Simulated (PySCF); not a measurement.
Computed IR spectrum (relative IR intensity) of a molecule C4H7Cl. Geometry optimised at PBE0-D3(BJ)/def2-SVP. Other conformers were not sampled. Method: PBE0-D3(BJ)/def2-SVP (PySCF). Frequencies are harmonic and unscaled.

Lines under 2 % of the strongest are left out, and lines within 2 cm⁻¹ are merged.

ν (cm⁻¹): 247 (vw), 732 (vs), 769 (vs), 800 (w), 912 (m), 1052 (w), 1091 (w), 1117 (w), 1308 (m), 1374 (m), 1394 (vw), 1456 (w), 1468 (m), 1478 (w), 1733 (m), 3054 (vs), 3151 (m), 3158 (m), 3172 (w), 3240 (w) (against the strongest line: vs over 80 %, s over 45 %, m over 15 %, w over 4 %, vw less)

Q: Identify the compound among the candidates.
A. ClC1CCC1
B. C[C@@H]1C[C@H]1Cl
C. CC/C=C\Cl
D. CC1(Cl)CC1

A: C, CC/C=C\Cl
